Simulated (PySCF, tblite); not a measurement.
Isomers of C7H15P, one GFN2-xTB conformer each. Single-point energies are computed at PBE0/pcSseg-1 (PySCF, gas phase, no added dispersion term), electronic only.

```
          SMILES  GFN2-xTB relative energy (kJ/mol)
     C=CCPCC(C)C                               43.7
     C=C(C)PCCCC                               41.6
C=CP(C)(C)(C)C=C                              305.0
    CC(C)PC1CCC1                                0.0
   C=CPC(C)(C)CC                               51.4
 C/C=P/CC(C)(C)C                               22.8
 C=C(C)PC(C)(C)C                               32.7
   C=CP(CC)C(C)C                               58.0
```

Conformers: `[CH2:1]=[CH:2][CH2:3][PH:4][CH2:5][CH:6]([CH3:7])[CH3:8]` with C1–C2–C3–P4 -116°, C2–C3–P4–C5 166°, C3–P4–C5–C6 -168°, P4–C5–C6–C7 172°; `[CH2:1]=[C:2]([CH3:3])[PH:4][CH2:5][CH2:6][CH2:7][CH3:8]` with C1–C2–P4–C5 83°, C2–P4–C5–C6 171°, P4–C5–C6–C7 179°, C5–C6–C7–C8 180°; `[CH3:1][CH:2]([CH3:3])[PH:4][CH:5]1[CH2:6][CH2:7][CH2:8]1` with C1–C2–P4–C5 -159°, C2–P4–C5–C6 58°, P4–C5–C6–C7 130°, C5–C6–C7–C8 -11°, C6–C7–C8–C5 11°, P4–C5–C8–C7 -134°; `[CH2:1]=[CH:2][PH:3][C:4]([CH3:5])([CH3:6])[CH2:7][CH3:8]` with C1–C2–P3–C4 -115°, C2–P3–C4–C5 45°, P3–C4–C7–C8 -174°; `[CH3:1]/[CH:2]=[P:3]/[CH2:4][C:5]([CH3:6])([CH3:7])[CH3:8]` with C2–P3–C4–C5 126°; `[CH2:1]=[C:2]([CH3:3])[PH:4][C:5]([CH3:6])([CH3:7])[CH3:8]` with C1–C2–P4–C5 -85°; `[CH2:1]=[CH:2][P:3]([CH2:4][CH3:5])[CH:6]([CH3:7])[CH3:8]` with C1–C2–P3–C4 121°, C2–P3–C4–C5 -72°, C2–P3–C6–C7 67°.

Problem. What does PBE0/pcSseg-1 give for the same structures?

Solution. 
```json
{"SMILES": "C/C=P/CC(C)(C)C", "PBE0/pcSseg-1 E (Eh)": "-616.58540", "PBE0/pcSseg-1 (kJ/mol)": "0.0", "GFN2-xTB (kJ/mol)": "22.8", "point group": "C1"}
{"SMILES": "C=CP(CC)C(C)C", "PBE0/pcSseg-1 E (Eh)": "-616.58295", "PBE0/pcSseg-1 (kJ/mol)": "6.4", "GFN2-xTB (kJ/mol)": "58.0", "point group": "C1"}
{"SMILES": "C=C(C)PC(C)(C)C", "PBE0/pcSseg-1 E (Eh)": "-616.58226", "PBE0/pcSseg-1 (kJ/mol)": "8.2", "GFN2-xTB (kJ/mol)": "32.7", "point group": "C1"}
{"SMILES": "C=C(C)PCCCC", "PBE0/pcSseg-1 E (Eh)": "-616.58086", "PBE0/pcSseg-1 (kJ/mol)": "11.9", "GFN2-xTB (kJ/mol)": "41.6", "point group": "C1"}
{"SMILES": "C=CCPCC(C)C", "PBE0/pcSseg-1 E (Eh)": "-616.57935", "PBE0/pcSseg-1 (kJ/mol)": "15.9", "GFN2-xTB (kJ/mol)": "43.7", "point group": "C1"}
{"SMILES": "CC(C)PC1CCC1", "PBE0/pcSseg-1 E (Eh)": "-616.57745", "PBE0/pcSseg-1 (kJ/mol)": "20.9", "GFN2-xTB (kJ/mol)": "0.0", "point group": "C1"}
{"SMILES": "C=CPC(C)(C)CC", "PBE0/pcSseg-1 E (Eh)": "-616.57585", "PBE0/pcSseg-1 (kJ/mol)": "25.1", "GFN2-xTB (kJ/mol)": "51.4", "point group": "C1"}
{"SMILES": "C=CP(C)(C)(C)C=C", "PBE0/pcSseg-1 E (Eh)": "-616.47622", "PBE0/pcSseg-1 (kJ/mol)": "286.6", "GFN2-xTB (kJ/mol)": "305.0", "point group": "Cs"}
```

GFN2-xTB puts CC(C)PC1CCC1 lowest instead; measured from each level's own lowest isomer, the values differ by up to 51.6 kJ/mol (C=CP(CC)C(C)C: 58.0 against 6.4). As drawn, the lowest has a quaternary carbon, which the highest lacks; the highest has a C=C bond outside aromatic rings, which the lowest lacks. Neighbours under 10 kJ/mol apart (C/C=P/CC(C)(C)C and C=CP(CC)C(C)C; C=CP(CC)C(C)C and C=C(C)PC(C)(C)C; C=C(C)PC(C)(C)C and C=C(C)PCCCC; C=C(C)PCCCC and C=CCPCC(C)C; others) can change places with a better method, another conformer or zero-point energy.

Problem. Which frontier levels, dipoles and rotational constants go with these structures?

Solution. 
```json
{"SMILES": "C/C=P/CC(C)(C)C", "HOMO (eV, PBE0/pcSseg-1)": "-6.87", "LUMO (eV)": "-1.18", "dipole (D)": "1.21", "A, B, C (MHz)": "3580, 811.9, 785.9"}
{"SMILES": "C=CP(CC)C(C)C", "HOMO (eV, PBE0/pcSseg-1)": "-6.64", "LUMO (eV)": "-0.15", "dipole (D)": "1.17", "A, B, C (MHz)": "2048, 1322, 880.3"}
{"SMILES": "C=C(C)PC(C)(C)C", "HOMO (eV, PBE0/pcSseg-1)": "-6.51", "LUMO (eV)": "-0.09", "dipole (D)": "1.38", "A, B, C (MHz)": "2545, 1143, 1098"}
{"SMILES": "C=C(C)PCCCC", "HOMO (eV, PBE0/pcSseg-1)": "-6.58", "LUMO (eV)": "0.07", "dipole (D)": "1.46", "A, B, C (MHz)": "4180, 591.3, 587.4"}
{"SMILES": "C=CCPCC(C)C", "HOMO (eV, PBE0/pcSseg-1)": "-6.78", "LUMO (eV)": "0.27", "dipole (D)": "1.25", "A, B, C (MHz)": "4639, 626.3, 586.6"}
{"SMILES": "CC(C)PC1CCC1", "HOMO (eV, PBE0/pcSseg-1)": "-6.63", "LUMO (eV)": "0.87", "dipole (D)": "1.44", "A, B, C (MHz)": "3435, 890.9, 856.5"}
{"SMILES": "C=CPC(C)(C)CC", "HOMO (eV, PBE0/pcSseg-1)": "-6.51", "LUMO (eV)": "-0.17", "dipole (D)": "1.36", "A, B, C (MHz)": "2659, 1039, 966.4"}
{"SMILES": "C=CP(C)(C)(C)C=C", "HOMO (eV, PBE0/pcSseg-1)": "-5.68", "LUMO (eV)": "-0.11", "dipole (D)": "0.28", "A, B, C (MHz)": "2237, 1315, 1197"}
```

Problem. What happens when harmonic zero-point energies from GFN2-xTB frequencies are added?

Solution. 
| SMILES | ZPE (kJ/mol) | electronic (kJ/mol) | with ZPE (kJ/mol) |
| --- | --- | --- | --- |
| C/C=P/CC(C)(C)C | 529.1 | 0.0 | 0.0 |
| C=CP(CC)C(C)C | 524.1 | 6.4 | 1.4 |
| C=C(C)PC(C)(C)C | 522.0 | 8.2 | 1.1 |
| C=C(C)PCCCC | 523.4 | 11.9 | 6.2 |
| C=CCPCC(C)C | 522.0 | 15.9 | 8.8 |
| CC(C)PC1CCC1 | 530.3 | 20.9 | 22.0 |
| C=CPC(C)(C)CC | 522.8 | 25.1 | 18.7 |
| C=CP(C)(C)(C)C=C | 504.7 | 286.6 | 262.2 |

The zero-point energies span 25.6 kJ/mol. The lowest isomer stays, but the order above it changes.
